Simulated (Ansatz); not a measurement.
Gas-phase electronic energies from Ansatz, PBE0-D4/def2-TZVP geometries. CBS: MP2 limit from def2 TZ/QZ plus the TZ coupled-cluster correction, frozen cores. This one scheme is used for every species. For Ge outer-core shells are correlated without core-valence functions, which leaves a few kJ/mol of doubt a bond. Scalar relativity is left out up to krypton. Each species was taken in one conformer, which may not be the lowest.

Reaction (formal exchange of groups at the Si–Ge bond): `[SiH3][GeH2][CH2]S` + `[AlH2][SiH3]` → `[AlH2][SiH2][SiH3]` + `S[CH2][GeH3]`

`[SiH3][GeH2][CH2]S`:

```xyz
12

Si    0.053   -1.914    0.392
Ge    0.957    0.160   -0.350
C    -0.212    1.611    0.289
S    -1.943    1.306   -0.135
H    -0.425   -1.763    1.792
H     1.105   -2.965    0.359
H    -1.076   -2.345   -0.471
H     0.975    0.232   -1.891
H     2.399    0.384    0.153
H     0.115    2.587   -0.070
H    -0.181    1.629    1.380
H    -1.765    1.079   -1.447
```

`[AlH2][SiH3]`:

Z-matrix (Å, degrees):
```
Si
Al 1 2.457
H 1 1.490 2 113.4
H 1 1.492 2 110.7 3 -121.0
H 1 1.492 2 110.6 3 120.9
H 2 1.589 1 121.5 3 0.3
H 2 1.589 1 119.5 3 -179.7
```

`[AlH2][SiH2][SiH3]`:

Z-matrix (Å, degrees):
```
Si
Si 1 2.343
Al 1 2.447 2 109.6
H 1 1.492 2 107.4 3 -122.1
H 1 1.492 2 107.5 3 122.2
H 2 1.489 1 109.9 3 59.6
H 2 1.488 1 112.0 3 -179.7
H 2 1.489 1 109.9 3 -59.0
H 3 1.588 1 120.3 2 88.9
H 3 1.588 1 120.3 2 -88.4
```

`S[CH2][GeH3]`:

Cartesian coordinates in Å:
```
S -0.001 -1.885 0.890
C -0.496 -0.700 -0.384
Ge 0.106 1.126 0.008
H 1.309 -1.589 0.903
H -1.587 -0.717 -0.388
H -0.158 -1.025 -1.369
H -0.263 2.077 -1.146
H 1.636 1.104 0.176
H -0.545 1.608 1.311
```

```
             species  CCSD(T)/CBS(def2) energy (Eh)
`[SiH3][GeH2][CH2]S`                    -2805.82258
      `[AlH2][SiH3]`                     -534.06280
`[AlH2][SiH2][SiH3]`                     -824.34741
      `S[CH2][GeH3]`                    -2515.53503
```

(1) Work out ΔE.

Largest T1 diagnostic among the species: 0.013.

Answers

(1) ΔE = (-824.34741) + (-2515.53503) − (-2805.82258) − (-534.06280) = 0.00294 Eh = +0.08 eV.

Leaving LDA and LC-ωPBE aside and taking each functional with its dispersion term where it has one, the values, not all of them listed here, spread over 0.12 eV, from B97M-V to ωB97M-V. The D4 term adds +0.03 eV with B3LYP and +0.02 eV with PBE0; it sums over pairs of atoms, weighted by their polarisabilities, and B3LYP, whose exchange is more repulsive, gets the larger term.

B3LYP here is the variant with VWN-RPA as its local correlation; programs differ in this.
